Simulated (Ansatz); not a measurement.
A run for Ansatz (a first-principles code): U-PBE/cc-pV(T+d)Z on BH5OSi (SMILES BO[SiH3]), a point of a bond scan (R = 1.075 Å). Files ending in .json are basis or fitting sets from the Basis Set Exchange.

Ansatz 0.2 input:
```yaml
crystal:
  periodic: [false, false, false]
  atoms:
    - {symbol: B, position_ang: [-0.35530603, 0.16770934, 1.74610802]}
    - {symbol: H, position_ang: [-1.04530858, 0.66731531, 2.40160397]}
    - {symbol: H, position_ang: [0.51570290, -0.54223566, 2.16560005]}
    - {symbol: O, position_ang: [-0.48933143, 0.35730853, 0.41765439]}
    - {symbol: Si, position_ang: [0.33065961, -0.20123129, -0.91475675]}
    - {symbol: H, position_ang: [0.86264245, 0.96822479, -1.64324521]}
    - {symbol: H, position_ang: [-0.62978211, -0.93425439, -1.76420217]}
    - {symbol: H, position_ang: [1.43535929, -1.09433874, -0.49777027]}
basis:
  gaussian:
    orbitals: cc-pV_T+d_Z.json
hamiltonian:
  xc: {name: PBE}
magnetization: {spin_polarized: true, initial_magnetization: 0}
```

It printed:

```
WARN ansatz: RAYON_NUM_THREADS=1 ignored (pool sized by the plan → 1); use --threads N
Functional definition: PBE
integrals: 0.07 GiB planned
977 factors; their error is unknown
mean field: 0.71 GiB planned
mean field evaluation 1: about -10671.7979 eV, gradient 3.9e1 eV
mean field evaluation 2: about -10647.8139 eV, gradient 8.7e1 eV
mean field evaluation 4: about -10677.2202 eV, gradient 4.0e0 eV
mean field evaluation 8: about -10677.2986 eV, gradient 3.9e-2 eV
mean field evaluation 16: about -10677.2792 eV, gradient 1.3e-5 eV
mean field -10677.27923272 eV, -392.3827744828 hartree, gradient 1.3e-5 eV, S^2 0.000000; 0 other end points of the search recorded, 0 dependent functions left out
reference -10677.27927418 eV, -392.3827760062 hartree; 16, 16 occupied and 153, 153 virtual orbitals, 977 factors
Total energy: -10677.27927418 eV, -392.3827760062 hartree
```

The calculation finished and met its thresholds.

Cost: about 7 core-seconds (a rough figure).
